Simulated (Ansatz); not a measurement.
Born–Oppenheimer molecular dynamics of a periodic cell of 24 atoms, CSO (packed as 8 OCS, density as packed 1.20 g/cm³ with natural masses). It starts from a partly relaxed structure (largest force component 0.17 eV/Å).

The calculation used Ansatz 0.2.0, DFT PBE-D3(BJ), scalar-relativistic, plane waves, PAW. Settings: accuracy low, cutoff 420 eV, k mesh 1x1x1, fermi-dirac smearing 0.05 eV, no spin polarisation.

```yaml
ensemble: NVT, Langevin thermostat
time_step: 1.5 fs
steps_asked: 300
set_temperature: 300 K
friction: 0.02 /fs
seed: 578645
```

Frames 15 fs apart, positions in Å, forces in eV/Å.

Velocities at 60.0 fs (Å/ps):

```
O -2.49 -6.24 0.49
C -2.13 -3.62 6.30
S 1.37 2.86 1.01
O -0.94 -11.00 1.26
C 0.40 -6.02 2.06
S 1.69 -0.66 2.53
O -2.43 4.25 -2.35
C -5.59 3.90 2.16
S -0.43 2.91 3.85
O -2.91 -0.55 1.56
C -5.29 -2.35 5.31
S 7.92 -1.49 5.18
O -1.02 -0.34 -5.65
C -0.51 2.55 -0.44
S -4.58 -1.27 2.87
O -7.26 -3.08 -3.41
C 1.37 1.19 -8.41
S 1.43 -3.10 -4.93
O 0.83 -2.63 4.40
C -4.22 1.13 7.25
S -2.70 -3.35 3.90
O 6.98 -1.05 -0.76
C -3.81 -2.90 -1.95
S -3.57 0.26 -4.38
```

```xyz
24
Lattice="8.7241 0.0000 0.0000 0.0000 8.7241 0.0000 0.0000 0.0000 8.7241" Properties=species:S:1:pos:R:3:forces:R:3 time_fs=60.0 energy_less_start_eV=0.304 T=327
O 7.670 -1.163 3.263 0.15 0.18 0.17
C 8.049 -0.478 4.137 -0.59 -0.93 -1.15
S 8.511 0.415 5.302 0.41 0.74 0.96
O 9.027 4.032 7.116 -1.06 -1.03 0.38
C 8.231 3.279 7.563 0.31 0.41 0.22
S 7.183 2.301 8.255 0.73 0.67 -0.61
O 0.414 4.900 1.555 -0.68 0.93 -0.95
C 0.934 4.083 2.181 0.82 -0.99 1.19
S 1.652 3.033 3.106 -0.11 0.05 -0.25
O 1.442 8.755 0.188 0.61 -0.41 0.29
C 2.165 8.255 0.968 0.04 -0.05 0.83
S 3.049 7.626 2.143 -0.66 0.48 -1.25
O 5.546 1.979 2.594 0.19 -0.18 0.03
C 5.691 3.121 2.793 -0.38 0.21 -0.05
S 5.795 4.663 3.038 0.20 -0.04 0.02
O 2.737 7.205 5.135 1.17 1.06 1.15
C 3.400 8.012 5.707 -0.96 -0.67 -0.93
S 4.229 9.171 6.372 -0.19 -0.41 -0.07
O 6.224 6.250 6.221 0.70 0.81 1.75
C 6.541 6.666 7.295 -0.53 -0.71 -1.17
S 6.906 7.143 8.748 -0.05 -0.07 -0.61
O 3.627 3.808 5.788 0.44 -0.30 -0.61
C 3.792 4.303 6.825 -0.86 0.46 1.07
S 3.768 4.967 8.259 0.32 -0.21 -0.39
24
Lattice="8.7241 0.0000 0.0000 0.0000 8.7241 0.0000 0.0000 0.0000 8.7241" Properties=species:S:1:pos:R:3:forces:R:3 time_fs=75.0 energy_less_start_eV=0.300 T=325
O 7.655 -1.242 3.298 0.66 1.05 1.38
C 8.046 -0.527 4.164 -0.41 -0.42 -0.78
S 8.539 0.462 5.297 -0.29 -0.64 -0.61
O 9.021 3.907 7.098 0.34 0.20 -0.43
C 8.240 3.194 7.585 0.67 0.81 -0.19
S 7.221 2.301 8.311 -1.03 -0.96 0.59
O 0.367 4.918 1.548 -0.56 0.72 -0.50
C 0.876 4.150 2.246 1.11 -1.37 0.94
S 1.631 3.082 3.147 -0.52 0.64 -0.45
O 1.435 8.680 0.273 0.12 -0.28 0.43
C 2.139 8.217 1.093 -0.52 0.66 -1.11
S 3.135 7.649 2.133 0.40 -0.36 0.48
O 5.550 1.987 2.513 0.06 -0.41 0.13
C 5.650 3.117 2.784 -0.20 0.32 -0.27
S 5.746 4.652 3.057 0.14 0.08 0.14
O 2.662 7.267 5.123 0.49 0.03 0.08
C 3.396 8.044 5.607 -1.06 -0.55 -0.09
S 4.243 9.130 6.318 0.58 0.49 0.21
O 6.268 6.251 6.266 0.04 0.86 1.02
C 6.481 6.703 7.342 -0.01 -1.45 -1.87
S 6.877 7.083 8.786 0.07 0.59 0.82
O 3.735 3.771 5.764 -0.11 -0.62 -1.11
C 3.692 4.266 6.806 0.19 0.63 1.14
S 3.716 4.954 8.217 -0.17 -0.06 0.05
24
Lattice="8.7241 0.0000 0.0000 0.0000 8.7241 0.0000 0.0000 0.0000 8.7241" Properties=species:S:1:pos:R:3:forces:R:3 time_fs=90.0 energy_less_start_eV=0.347 T=229
O 7.630 -1.264 3.402 -0.27 0.00 -0.39
C 8.000 -0.473 4.174 0.28 -0.33 0.26
S 8.571 0.477 5.271 -0.10 0.34 0.11
O 9.068 3.847 7.057 -0.43 -0.45 0.31
C 8.294 3.171 7.626 -0.44 -0.20 0.27
S 7.234 2.268 8.403 0.86 0.69 -0.62
O 0.307 4.922 1.604 -0.76 1.21 -0.85
C 0.862 4.192 2.303 0.45 -0.84 0.33
S 1.599 3.141 3.176 0.36 -0.37 0.51
O 1.374 8.578 0.323 0.31 0.18 0.60
C 2.153 8.257 1.144 -0.76 -0.14 -1.31
S 3.205 7.675 2.123 0.47 -0.03 0.51
O 5.563 1.997 2.493 -0.23 -0.04 0.13
C 5.579 3.135 2.768 0.33 -0.04 -0.18
S 5.717 4.657 3.090 -0.10 0.07 0.05
O 2.593 7.368 5.120 0.33 -0.14 0.12
C 3.374 8.076 5.626 -0.23 0.36 0.25
S 4.331 9.112 6.323 -0.09 -0.24 -0.18
O 6.294 6.235 6.247 0.22 1.20 1.86
C 6.480 6.697 7.335 0.06 -1.47 -1.46
S 6.814 7.082 8.819 -0.18 0.26 -0.41
O 3.820 3.732 5.769 -0.44 -0.22 -0.02
C 3.673 4.223 6.817 0.71 0.45 0.31
S 3.695 4.952 8.214 -0.37 -0.26 -0.20
24
Lattice="8.7241 0.0000 0.0000 0.0000 8.7241 0.0000 0.0000 0.0000 8.7241" Properties=species:S:1:pos:R:3:forces:R:3 time_fs=105.0 energy_less_start_eV=0.314 T=268
O 7.581 -1.270 3.455 -0.72 -1.11 -1.41
C 7.994 -0.482 4.182 0.54 0.67 1.16
S 8.566 0.500 5.247 0.05 0.47 0.23
O 9.082 3.743 7.041 -0.03 0.00 -0.03
C 8.296 3.117 7.641 0.65 0.54 -0.47
S 7.272 2.283 8.445 -0.64 -0.50 0.46
O 0.218 4.979 1.633 0.47 -0.44 -0.05
C 0.839 4.193 2.243 0.10 -0.33 1.11
S 1.590 3.185 3.230 -0.49 0.78 -1.07
O 1.290 8.580 0.388 -0.15 0.39 -0.13
C 2.127 8.273 1.137 0.46 -0.77 0.31
S 3.229 7.707 2.114 -0.29 0.38 -0.33
O 5.554 2.015 2.505 -0.34 -0.33 -0.01
C 5.546 3.157 2.756 0.43 -0.90 -0.24
S 5.700 4.656 3.070 -0.08 1.22 0.24
O 2.554 7.417 5.169 -0.16 0.00 0.07
C 3.309 8.151 5.672 0.91 0.24 0.37
S 4.412 9.078 6.329 -0.71 -0.27 -0.29
O 6.310 6.220 6.261 0.25 -0.06 -0.27
C 6.545 6.613 7.336 -0.31 0.04 0.60
S 6.739 7.097 8.816 0.17 0.01 -0.33
O 3.880 3.709 5.796 0.19 0.24 0.37
C 3.829 4.249 6.835 -0.41 -0.41 -0.46
S 3.658 4.926 8.233 0.12 0.13 0.15
24
Lattice="8.7241 0.0000 0.0000 0.0000 8.7241 0.0000 0.0000 0.0000 8.7241" Properties=species:S:1:pos:R:3:forces:R:3 time_fs=120.0 energy_less_start_eV=0.533 T=222
O 7.508 -1.292 3.454 0.69 0.50 0.84
C 8.003 -0.564 4.239 -0.39 0.61 -0.12
S 8.565 0.543 5.240 -0.44 -1.07 -0.75
O 9.141 3.675 7.017 -0.92 -0.48 0.34
C 8.315 3.080 7.615 1.01 0.44 -0.19
S 7.313 2.257 8.493 -0.12 0.09 -0.18
O 0.200 4.929 1.653 -0.73 0.84 -1.22
C 0.798 4.146 2.256 0.09 0.16 0.68
S 1.563 3.223 3.225 0.73 -0.97 0.53
O 1.190 8.612 0.462 -0.61 0.05 -0.72
C 2.054 8.192 1.109 1.44 -0.13 1.53
S 3.223 7.758 2.101 -0.81 0.08 -0.91
O 5.521 1.949 2.512 0.03 2.65 0.77
C 5.558 3.123 2.777 0.03 -1.53 -0.64
S 5.649 4.680 3.050 -0.05 -1.15 -0.14
O 2.549 7.462 5.236 -0.94 -0.52 -0.44
C 3.291 8.203 5.724 1.36 0.25 0.58
S 4.432 9.063 6.378 -0.36 0.23 -0.04
O 6.322 6.163 6.264 0.26 -0.12 0.57
C 6.516 6.527 7.366 -0.23 0.44 -0.19
S 6.707 7.126 8.806 0.08 -0.32 -0.35
O 3.936 3.703 5.811 0.42 1.28 2.15
C 3.903 4.261 6.870 -1.03 -1.23 -1.57
S 3.593 4.900 8.280 0.50 -0.10 -0.53
24
Lattice="8.7241 0.0000 0.0000 0.0000 8.7241 0.0000 0.0000 0.0000 8.7241" Properties=species:S:1:pos:R:3:forces:R:3 time_fs=135.0 energy_less_start_eV=0.438 T=352
O 7.476 -1.283 3.498 0.10 -0.79 -0.23
C 8.000 -0.572 4.258 -0.87 0.14 -0.75
S 8.522 0.561 5.163 0.64 0.68 0.95
O 9.192 3.612 7.068 0.07 0.34 -0.27
C 8.376 3.050 7.683 0.70 0.11 -0.30
S 7.378 2.220 8.520 -0.84 -0.42 0.51
O 0.153 4.909 1.554 0.02 -0.53 0.27
C 0.719 4.151 2.250 0.61 0.35 0.20
S 1.604 3.255 3.203 -0.54 0.21 -0.43
O 1.120 8.571 0.521 -0.18 -0.37 -0.45
C 2.008 8.139 1.141 0.31 0.71 0.70
S 3.195 7.792 2.111 -0.10 -0.34 -0.38
O 5.497 1.963 2.562 0.17 1.57 0.34
C 5.541 3.135 2.767 -0.30 -1.67 -0.36
S 5.554 4.672 3.017 0.15 0.08 -0.02
O 2.532 7.522 5.220 0.15 -0.22 -0.08
C 3.359 8.171 5.726 0.43 0.71 0.66
S 4.417 9.101 6.454 -0.55 -0.52 -0.48
O 6.302 6.140 6.295 -0.13 -0.51 -0.40
C 6.448 6.506 7.392 0.17 0.46 -0.25
S 6.690 7.129 8.791 0.06 0.05 0.70
O 4.065 3.782 5.849 -0.43 -0.04 0.85
C 3.792 4.202 6.916 0.67 -0.33 -1.89
S 3.535 4.877 8.280 -0.33 0.32 1.11
24
Lattice="8.7241 0.0000 0.0000 0.0000 8.7241 0.0000 0.0000 0.0000 8.7241" Properties=species:S:1:pos:R:3:forces:R:3 time_fs=150.0 energy_less_start_eV=0.644 T=260
O 7.452 -1.396 3.532 0.61 1.29 0.71
C 7.907 -0.517 4.184 -0.30 -0.76 -0.22
S 8.517 0.612 5.106 -0.39 -0.50 -0.53
O 9.254 3.616 7.080 0.17 0.04 0.33
C 8.515 3.016 7.757 -1.09 -0.61 -0.25
S 7.402 2.151 8.489 0.80 0.58 -0.17
O 0.142 4.872 1.461 0.32 -0.91 1.13
C 0.706 4.176 2.235 0.63 0.48 -0.60
S 1.652 3.309 3.170 -0.86 0.46 -0.45
O 1.057 8.490 0.552 -1.14 0.29 -1.01
C 1.958 8.160 1.190 1.31 -0.22 1.19
S 3.163 7.787 2.129 -0.11 -0.08 -0.32
O 5.534 1.990 2.643 -0.02 0.92 -0.28
C 5.500 3.170 2.728 0.01 -2.07 0.36
S 5.460 4.683 3.009 0.04 1.13 -0.14
O 2.614 7.582 5.188 -0.35 -0.97 -0.40
C 3.441 8.147 5.777 -1.16 -0.07 -0.53
S 4.393 9.071 6.533 1.48 1.05 1.04
O 6.266 6.153 6.264 0.11 -0.17 0.64
C 6.437 6.496 7.376 0.02 0.55 -0.26
S 6.669 7.104 8.807 -0.04 -0.40 -0.31
O 4.203 3.821 5.900 -0.63 -0.79 -0.33
C 3.742 4.159 6.918 1.16 0.95 0.02
S 3.483 4.877 8.283 -0.58 -0.20 0.40
24
Lattice="8.7241 0.0000 0.0000 0.0000 8.7241 0.0000 0.0000 0.0000 8.7241" Properties=species:S:1:pos:R:3:forces:R:3 time_fs=165.0 energy_less_start_eV=0.504 T=319
O 7.480 -1.437 3.586 0.24 1.75 0.85
C 7.860 -0.489 4.202 -0.36 -2.56 -1.37
S 8.527 0.630 5.030 0.07 0.85 0.46
O 9.344 3.598 7.153 0.59 0.40 -0.21
C 8.565 2.987 7.759 -1.01 -0.60 0.00
S 7.444 2.126 8.447 0.26 0.19 0.09
O 0.162 4.840 1.419 0.31 -0.46 0.51
C 0.790 4.188 2.174 -1.18 1.49 -1.54
S 1.652 3.387 3.151 0.93 -0.99 1.13
O 1.030 8.438 0.509 -0.43 0.44 -0.05
C 1.899 8.216 1.250 0.93 -0.83 0.05
S 3.124 7.748 2.128 -0.41 0.39 -0.20
O 5.636 1.997 2.639 -0.38 0.46 0.10
C 5.468 3.150 2.797 0.51 0.74 0.06
S 5.402 4.724 3.010 -0.08 -1.22 -0.24
O 2.667 7.548 5.129 0.14 -0.16 0.12
C 3.427 8.162 5.768 0.57 0.86 0.79
S 4.413 9.051 6.652 -0.79 -0.66 -0.75
O 6.215 6.163 6.259 0.04 -0.58 -1.34
C 6.477 6.537 7.319 -0.12 0.84 2.01
S 6.675 7.088 8.786 0.19 -0.29 -0.57
O 4.210 3.807 5.908 -0.06 -0.20 -0.03
C 3.865 4.255 6.929 -0.06 0.15 0.19
S 3.424 4.877 8.299 0.10 -0.01 -0.06
24
Lattice="8.7241 0.0000 0.0000 0.0000 8.7241 0.0000 0.0000 0.0000 8.7241" Properties=species:S:1:pos:R:3:forces:R:3 time_fs=180.0 energy_less_start_eV=0.743 T=249
O 7.453 -1.437 3.619 0.65 1.58 1.01
C 7.909 -0.516 4.228 -1.30 -2.95 -2.04
S 8.551 0.652 4.973 0.62 1.41 0.96
O 9.412 3.587 7.232 1.58 1.27 -1.23
C 8.565 2.997 7.728 -1.56 -1.33 1.10
S 7.466 2.140 8.441 -0.20 0.02 -0.01
O 0.165 4.860 1.362 0.94 -0.73 1.08
C 0.819 4.242 2.135 -1.08 0.86 -1.11
S 1.656 3.410 3.151 0.17 -0.08 0.15
O 1.046 8.424 0.482 0.74 0.42 0.90
C 1.923 8.234 1.252 -1.45 -0.49 -1.78
S 3.079 7.718 2.138 0.80 0.09 0.68
O 5.696 2.077 2.660 0.38 -3.14 -0.20
C 5.535 3.186 2.878 -0.27 2.43 -0.16
S 5.352 4.721 3.009 -0.03 0.70 0.25
O 2.753 7.508 5.122 -0.60 -0.12 -0.13
C 3.385 8.219 5.791 1.04 0.01 0.50
S 4.393 9.040 6.680 -0.55 0.17 -0.18
O 6.185 6.153 6.237 -0.14 -0.51 -1.98
C 6.468 6.629 7.246 -0.06 0.09 1.88
S 6.706 7.098 8.713 0.32 0.36 0.23
O 4.123 3.834 5.895 0.63 -0.02 -0.01
C 3.947 4.321 6.942 -1.16 -0.34 -0.22
S 3.393 4.880 8.293 0.54 0.31 0.32
```

Of the whole run (450 fs, mean temperature of the second half 294 K): A run of 0.45 ps of so small a system gives no equilibrium averages. Limits of this set-up: coarse k mesh, low accuracy level.

Time of the run: 14 min on 1 thread of Intel(R) Xeon(R) Platinum 8488C (Sapphire Rapids) (shared host), peak memory 0.64 GiB.
